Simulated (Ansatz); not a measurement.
Ansatz results at the PBE0-D4/def2-TZVP geometry: HOMO–LUMO gap (PBE0/def2-TZVPP) 6.44 eV; size of the dipole moment (B3LYP/def2-TZVPP) 3.38 D; LUMO energy (ωB97M-V/def2-TZVPP) -0.42 eV.

Each molecule was computed in one conformer, which needn't be the lowest.

Q: Which molecule gave them?
A. `[NH]=[W](=[NH])([Cl])[Cl]`
B. `[CH3][W](=[O])(=[O])[Cl]`
C. `[O]=[W]([OH])([OH])([OH])[OH]`
D. `C[O][W](=[O])(=[S])[Cl]`

A: C. The others give `C[O][W](=[O])(=[S])[Cl]`: 5.25, 3.81, -0.54; `[CH3][W](=[O])(=[O])[Cl]`: 6.43, 2.96, -0.77; `[NH]=[W](=[NH])([Cl])[Cl]`: 5.87, 2.56, -0.33.

B3LYP here is the variant with VWN-RPA as its local correlation; programs differ in this.
